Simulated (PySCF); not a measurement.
C$_{2}$H$_{6}$AlCl, triplet, geometry from GFN2-xTB (such geometries of metal compounds can be far from the true shape) (a higher spin typed on purpose: for a closed-shell molecule this is an excited state). Base run: MP2/STO-3G (PySCF).

Here is a job for PySCF.
```python
from pyscf import gto, scf, mp

mol = gto.Mole()
mol.atom = '''
    Al    0.271241    0.586158    0.379600
    C     1.867871   -0.785804   -0.094239
    H     1.500749   -1.739977   -0.458322
    H     2.528356   -0.911523    0.754817
    H     2.363617   -0.241130   -0.893259
    C    -0.276916   -0.987749    1.750137
    H    -0.479454   -1.926424    1.244523
    H    -1.192939   -0.576001    2.165147
    H     0.476783   -1.104691    2.519037
    Cl   -1.074646    0.560059   -1.188361
'''
mol.basis = 'sto-3g'
mol.charge = 0
mol.spin = 2
mol.verbose = 5
mol.build()

mf = scf.UHF(mol)
mf.kernel()

pt = mp.MP2(mf, frozen=12)
pt.kernel()
print('E(MP2) = %.10f' % pt.e_tot)
```

Variants of this job, named by their change:

```tsv
change	basis functions	E (Eh)	MP2 correlation (Eh)	SCF-reference HOMO (eV)	SCF-reference dipole (D)	core-seconds (rough)
base	34	-771.98291	-0.12007	-5.27	4.45	0.4
basis = 3-21G	56	-776.91014	-0.24584	-7.87	4.28	0.6
basis = 6-31G	56	-780.76195	-0.24286	-7.93	4.27	1
basis = pcseg-0	56	-779.77163	-0.24630	-7.89	3.99	0.6
basis = def2-SV(P)	76	-780.74614	-0.42293	-7.73	2.97	1
basis = 6-31G*	76	-781.00601	-0.42036	-7.76	3.46	2
basis = 6-31+G*	92	-781.01426	-0.42556	-7.83	3.44	3
basis = 6-31G**	94	[?]	[?]	-7.76	[?]	3
basis = pcseg-1	94	[?]	[?]	[?]	[?]	4
basis = cc-pV(D+d)Z	104	-781.10600	-0.47221	-7.76	3.24	6
basis = 6-311G**	[?]	[?]	[?]	[?]	[?]	7
basis = def2-SVPD	[?]	[?]	[?]	[?]	3.24	10
basis = 6-311++G**	146	-781.14669	-0.48939	-7.84	3.41	20
```

Question: Fill in the missing entries.

Answer: 
- basis = 6-31G**, E (Eh): -781.05446
- basis = 6-31G**, MP2 correlation (Eh): -0.45775
- basis = 6-31G**, SCF-reference dipole (D): 3.47
- basis = pcseg-1, E (Eh): -781.00622
- basis = pcseg-1, MP2 correlation (Eh): -0.46070
- basis = pcseg-1, SCF-reference HOMO (eV): -7.86
- basis = pcseg-1, SCF-reference dipole (D): 3.37
- basis = 6-311G**, basis functions: 124
- basis = 6-311G**, E (Eh): -781.14201
- basis = 6-311G**, MP2 correlation (Eh): -0.48691
- basis = 6-311G**, SCF-reference HOMO (eV): -7.85
- basis = 6-311G**, SCF-reference dipole (D): 3.51
- basis = def2-SVPD, basis functions: 139
- basis = def2-SVPD, E (Eh): -780.85149
- basis = def2-SVPD, MP2 correlation (Eh): -0.49734
- basis = def2-SVPD, SCF-reference HOMO (eV): -7.81

Totals compare only among sets that treat the same electrons; sets with core potentials leave the core out.

Open shells are given as the SCF converged; they aren't shown to be the lowest states, and a large step between rows can be another state.
